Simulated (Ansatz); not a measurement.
Born–Oppenheimer molecular dynamics of C4H12AlF (18 atoms, charge 0, multiplicity 1). It starts at the highest image of a converged band. Of that band: Neighbouring images differ by up to 1.8 eV, so the band resolves the path poorly. A vibrational analysis at the climbing image gives one clearly imaginary mode, 1331i cm⁻¹, and a faint second one (33i cm⁻¹) that may be numerical noise or a soft torsion: probably a first-order saddle point. Another band between the same ends, with other settings, climbed to 0.118 eV only, so this may not be the lowest route.

Method: RHF/def2-SVP in Ansatz.

```json
{
  "ensemble": "NVE (velocity Verlet)",
  "time step": "0.5 fs",
  "steps asked": "200",
  "starting velocities drawn for": "300 K",
  "seed": "11058"
}
```

First frame:

```xyz
18
Properties=species:S:1:pos:R:3
Al 0.149 -0.293 -0.313
H -0.159 1.128 0.664
C 2.076 -0.660 -0.525
H 2.329 -1.488 0.149
H 2.253 -1.050 -1.534
C 3.031 0.516 -0.257
H 4.079 0.222 -0.364
H 2.858 1.343 -0.951
H 2.910 0.915 0.753
C -1.309 -0.636 -1.598
H -0.898 -1.147 -2.476
H -1.990 -1.362 -1.135
C -2.114 0.596 -2.050
H -2.922 0.323 -2.732
H -2.568 1.117 -1.204
H -1.487 1.323 -2.574
F -0.411 -0.799 1.456
H -0.380 0.280 1.360
```

Task: How far do the bonds stretch over the last three quarters of this one trajectory? (Pairs bonded in most of those frames.)

Result: 
| bond | mean (Å) | spread (Å) | shortest | longest |
| --- | --- | --- | --- | --- |
| Al1–H2 | 1.600 | 0.025 | 1.56 | 1.66 |
| Al1–C3 | 1.975 | 0.017 | 1.94 | 2.01 |
| Al1–C10 | 1.981 | 0.017 | 1.96 | 2.01 |
| C3–H4 | 1.098 | 0.020 | 1.07 | 1.13 |
| C3–H5 | 1.099 | 0.012 | 1.08 | 1.12 |
| C3–C6 | 1.537 | 0.027 | 1.50 | 1.59 |
| C6–H7 | 1.097 | 0.033 | 1.05 | 1.15 |
| C6–H8 | 1.096 | 0.025 | 1.05 | 1.14 |
| C6–H9 | 1.097 | 0.031 | 1.05 | 1.14 |
| C10–H11 | 1.100 | 0.023 | 1.06 | 1.14 |
| C10–H12 | 1.100 | 0.029 | 1.06 | 1.14 |
| C10–C13 | 1.539 | 0.021 | 1.51 | 1.58 |
| C13–H14 | 1.095 | 0.013 | 1.07 | 1.12 |
| C13–H15 | 1.095 | 0.020 | 1.06 | 1.13 |
| C13–H16 | 1.095 | 0.010 | 1.07 | 1.11 |
| F17–H18 | 0.907 | 0.011 | 0.89 | 0.93 |

Pairs bonded in part of these frames only: Al1–F17 13 %.

Mean temperature of the second half: 291 K. The conserved energy stayed within 0.26 meV per atom of its start (net change 0.07 meV per atom), so the integration is sound. A run of 0.1 ps of so small a system gives no equilibrium averages. The orbitals stay closed-shell, which can raise the energy where a bond breaks towards radicals; this wasn't checked here.

Time of the run: 3.6 min on 4 threads of Intel(R) Xeon(R) 6975P-C (Granite Rapids), with other jobs on the host, peak memory 0.43 GiB.
